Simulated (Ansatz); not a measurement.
AlPCl₃F₃⁺, that is Al(PF3)Cl3 with one electron fewer. Total charge 1; doublet. Geometry PBE-D4/def2-SVP, that of the neutral singlet; atoms count from 1.

Cartesian coordinates in Å:
```
Al -0.679 1.233 0.335
P 0.498 -0.905 -0.246
F 0.708 -1.967 0.921
F 1.984 -0.796 -0.807
F -0.164 -1.830 -1.361
Cl -0.571 2.078 -1.600
Cl 0.710 1.858 1.802
Cl -2.485 0.329 0.957
```

(1) Estimate the Mulliken populations from the PBE0/def2-TZVP orbitals of Ansatz.

(2) Where does the spin sit?

(3) And the Mayer bond orders between heavy atoms (over 0.3)?

Results:

(1) 
```csv
atom,charge (e),spin (α − β)
Al1,0.47,-0.07
P2,0.81,0.00
F3,-0.16,0.00
F4,-0.16,0.00
F5,-0.16,0.00
Cl6,0.07,0.36
Cl7,0.07,0.36
Cl8,0.07,0.36
```
Mulliken values depend strongly on the basis.

(2) Summed by element: Al -0.07, P 0.00, F 0.00, Cl 1.07, of 1 unpaired in all. Largest on single atoms: Cl7 0.36, Cl8 0.36, Cl6 0.36.

(3) Al1–P2 0.53 (2.51 Å); Al1–Cl6 1.13 (2.11 Å); Al1–Cl7 1.13 (2.11 Å); Al1–Cl8 1.13 (2.11 Å); P2–F3 1.21 (1.59 Å); P2–F4 1.21 (1.59 Å); P2–F5 1.21 (1.59 Å).
